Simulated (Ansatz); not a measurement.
Species: C$_{3}$HN, SMILES `C#CC#N` (charge 0, multiplicity 1).

Problem. Give a relaxed geometry from PBE-D3(BJ)/def2-TZVP run with Ansatz (a program for electronic structure).

Solution. the end point of this relaxation (outside a Z-matrix the atoms follow the SMILES, hydrogens last).
Bonded distances (Å): C1–C2 1.214, C1–H5 1.072, C2–C3 1.367, C3–N4 1.170. Angles (°): C2–C1–H5 180.0, C1–C2–C3 180.0, C2–C3–N4 180.0.
